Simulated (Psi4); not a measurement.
Complex: CO (SMILES [C-]#[O+]) (first 2 atoms) with CH6Si (SMILES C[SiH3]); geometry from B3LYP-D3(BJ)/def2-TZVP, rigid monomers moved along the line of their centres of mass till C1···Si4 is 6.39 Å.
(charge 0, multiplicity 1):
```xyz
10

C      0.5070    -0.5161     0.1267
O      1.0272     0.0460    -0.6968
C     -1.5108    -0.9382     6.4895
Si    -0.6448     0.7123     6.2926
H     -1.5150    -1.4827     5.5444
H     -2.5454    -0.7985     6.8082
H     -1.0076    -1.5543     7.2369
H      0.7619     0.5223     5.8609
H     -0.6376     1.4573     7.5760
H     -1.3284     1.5494     5.2762
```

Level of theory: SAPT0/jun-cc-pV(D+d)Z run with Psi4.

Problem. Give the four SAPT terms and the total, and say what mostly holds the pair together.

Solution. electrostatics -1.2, exchange 0.0, induction 0.0, dispersion -1.5, total -2.7 meV; the largest attraction is dispersion.
